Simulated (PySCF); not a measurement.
Gas-phase equilibrium of 1 mol SnCl4, 1.9 mol H2 at 1600 K and 0.133 bar, among 14 species (SnCl4, HCl, SnH2, SnHCl3, SnCl3, H, H2, SnH4, SnCl2, SnH2Cl2, Cl, Cl2, SnH3Cl, SnHCl). Only gases are allowed; each row takes one source of thermochemistry for all species, and Cantera finds the minimum.

Energies from PySCF, thermal terms from the rigid-rotor harmonic-oscillator model, ideal gas at 1 bar. † marks an energy on the PBE0/def2-TZVP geometry and frequencies; other levels use their own. MP2 freezes the core. Open shells (unrestricted) among the columns below: H (multiplicity 2), Cl (multiplicity 2, electronic degeneracy 6); the rest are closed-shell singlets. Spin-orbit splitting is ignored; it lowers the true energy and changes the entropy of Cl. Sn: scalar-relativistic def2 core potential, no spin-orbit coupling. SnHCl: computed as isolated molecules; such fragments, hydroxides, amides, oligomers or adducts are transient or little studied in the gas. MP2 isn't extrapolated to the basis-set limit. The harmonic model lacks anharmonicity and excited electronic states, which grow with temperature; levels with a mode under 35 cm⁻¹ are left out. Soft modes under 120 cm⁻¹ make the harmonic entropy rough for SnCl2.

Molecules larger than those listed are left out.

Mole fractions:

```
thermochemistry    x HCl  x SnCl2  x H2      x H     x Cl  x SnHCl
-----------------  -----  -------  ----  -------  -------  -------
MP2/def2-SVP†       0.51     0.26  0.23  0.00043  0.00042   6.7e-5
MP2/def2-TZVPP†     0.51     0.26  0.23  0.00019   9.2e-5   2.3e-5
PBE/def2-TZVP†      0.51     0.26  0.23  0.00016   9.4e-5   2.4e-5
PBE0/def2-TZVP      0.51     0.26  0.23  0.00017  0.00014   3.9e-5
r2SCAN/def2-TZVP†   0.51     0.26  0.23  0.00010  0.00016   1.6e-5
LDA/def2-TZVP†      0.51     0.26  0.23   4.3e-5   4.5e-6   3.4e-5
```
The most sensitive of these is Cl: it spans a factor of 10^2.0 over these rows; at this temperature one factor of ten is RT ln 10 = 31 kJ/mol.
